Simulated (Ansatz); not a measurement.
Reaction (ligand exchange at a B–C bond): `BC#C` + `CN[SiH2]N` → `BN(C)[SiH2]N` + `C#C`

Program: Ansatz. Geometries: PBE0-D4/def2-TZVP. ΔE: electronic, gas phase. CCSD(T)/CBS is the MP2 limit (def2-TZVPP, def2-QZVPP) plus CCSD(T) − MP2 in def2-TZVPP, frozen cores. This one scheme is used for every species. Each species was taken in one conformer, which may not be the lowest.

`BC#C`:

Cartesian coordinates in Å:
```
B -0.594 -0.953 0.152
C 0.193 0.309 -0.049
C 0.827 1.326 -0.211
H -0.782 -1.689 -0.768
H -1.030 -1.216 1.231
H 1.386 2.223 -0.354
```

`CN[SiH2]N`:

```xyz
12

C     1.006   -0.748    1.471
N     0.280    0.224    0.687
Si   -0.683   -0.126   -0.682
N    -0.732    1.269   -1.672
H     1.968   -0.349    1.808
H     1.217   -1.625    0.855
H     0.457   -1.096    2.356
H     0.112    1.095    1.166
H    -2.127   -0.433   -0.448
H    -0.050   -1.353   -1.252
H    -1.551    1.478   -2.217
H     0.102    1.665   -2.073
```

`BN(C)[SiH2]N`:

```xyz
14

B    -0.554   -0.949    1.251
N     0.160   -0.541    0.127
C     1.120   -1.420   -0.529
Si    0.003    1.042   -0.629
N    -1.102    2.120    0.089
H    -0.376   -2.051    1.692
H    -1.334   -0.198    1.763
H     2.123   -0.981   -0.528
H     1.162   -2.378   -0.010
H     0.839   -1.604   -1.572
H    -0.417    0.800   -2.034
H     1.354    1.660   -0.600
H    -0.887    2.544    0.977
H    -2.092    1.957    0.002
```

`C#C`:

```xyz
4

C     0.169    0.312    0.482
C    -0.169   -0.312   -0.482
H     0.470    0.867    1.339
H    -0.470   -0.867   -1.339
```

```tsv
species	CCSD(T)/CBS(def2) energy (Eh)
`BC#C`	-102.61899
`CN[SiH2]N`	-441.39942
`BN(C)[SiH2]N`	-466.82557
`C#C`	-77.22717
```

Task: Work out ΔE.

Result: ΔE = (-466.82557) + (-77.22717) − (-102.61899) − (-441.39942) = -0.03433 Eh = -0.93 eV.

Largest T1 diagnostic among the species: 0.014.

The D4 term adds −0.07 eV with B3LYP and −0.04 eV with PBE0; it sums over pairs of atoms, weighted by their polarisabilities, and B3LYP, whose exchange is more repulsive, gets the larger term. In def2-TZVPP, CCSD(T) changes the Hartree–Fock value by −0.22 eV (the triples alone add −0.03 eV) and MP2 by −0.23 eV.

B3LYP here is the variant with VWN-RPA as its local correlation; programs differ in this.
